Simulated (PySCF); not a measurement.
**Telling isomers of C8H14NP apart by NMR**

A single conformation, non-relativistic Hamiltonian, isolated molecule, fast rotation and ring inversion assumed for equivalent nuclei. GFN2-xTB geometry; σ from GIAO-PBE0/pcSseg-1; PySCF 2.14.

Referencing at the same level of theory: 1H, 13C vs TMS. Splittings of carbon signals by F and P are missing where no couplings were computed. Where no couplings were computed, multiplicities follow the n + 1 count of equivalent neighbours, and m marks all less simple cases (inequivalent or close neighbours, rings, F or P nearby). Shifts are as computed. Against solution values, carbons near 30 ppm lie about +3 ppm off and those near 130 ppm about +5 ppm. Of 1211 compounds with measured shifts, 218 miss one by over three times the rms of a fit or turn the order of signals round; such compounds aren't used in these exercises.

(1) Tabulate the signals of `C/C(=P\CCC#N)C(C)C`, `Cc1cpcn1C(C)(C)C`, `Cc1pccn1C(C)(C)C` and their relative energies.

(2) What is the quickest way to tell C/C(=P\CCC#N)C(C)C from Cc1cpcn1C(C)(C)C?

(3) What is the quickest way to tell Cc1cpcn1C(C)(C)C from Cc1pccn1C(C)(C)C?

(4) What is the quickest way to tell C/C(=P\CCC#N)C(C)C from Cc1pccn1C(C)(C)C?

## Answers

(1) 
```json
{"SMILES": "C/C(=P\\CCC#N)C(C)C", "carbon types": "2×C 1×CH 2×CH2 3×CH3", "δC": "232.1, 124.9, 46.0, 32.3, 24.4, 21.3, 15.6", "δH": "3.17 (m, 1H), 2.43 (m, 2H), 2.36 (m, 3H), 2.14 (m, 2H), 1.19 (d, 6H)", "E rel. (kcal/mol)": "22.7"}
{"SMILES": "Cc1cpcn1C(C)(C)C", "carbon types": "2×C 2×CH 4×CH3", "δC": "156.3, 141.4, 139.7, 57.5, 32.9, 22.4", "δH": "8.08 (m, 1H), 7.10 (m, 1H), 2.72 (s, 3H), 1.65 (s, 9H)", "E rel. (kcal/mol)": "0.0"}
{"SMILES": "Cc1pccn1C(C)(C)C", "carbon types": "2×C 2×CH 4×CH3", "δC": "172.4, 133.8, 131.9, 57.6, 33.3, 23.2", "δH": "7.44 (m, 1H), 7.10 (m, 1H), 2.95 (m, 3H), 1.68 (s, 9H)", "E rel. (kcal/mol)": "0.5"}
```

Energies are electronic energies at PBE0/pcSseg-1 on these geometries, without zero-point or thermal terms, each for the one conformer computed, which needn't be the lowest.

(2) Count the carbon signals: 7 against 6. The first has a carbon double-bonded to a heavier main-group atom (C) at 232.1 ppm, the second an aromatic CH next to a ring nitrogen at 156.3 ppm. In the proton spectra the most deshielded non-exchanging signals are 3.17 (m, 1H) and 8.08 (m, 1H).

(3) Both give the same number of carbon signals, with the same numbers of each carbon type, so the positions decide. The first has a substituted aromatic carbon next to a ring nitrogen (C) at 141.4 ppm, the second a substituted aromatic carbon next to a ring nitrogen (C) at 172.4 ppm. Their most deshielded carbons lie at 156.3 and 172.4 ppm. In the proton spectra the most deshielded non-exchanging signals are 8.08 (m, 1H) and 7.44 (m, 1H).

(4) Count the carbon signals: 7 against 6. The first has an sp3 CH at 46.0 ppm, the second an aromatic CH at 133.8 ppm. Their most deshielded carbons lie at 232.1 and 172.4 ppm. In the proton spectra the most deshielded non-exchanging signals are 3.17 (m, 1H) and 7.44 (m, 1H).
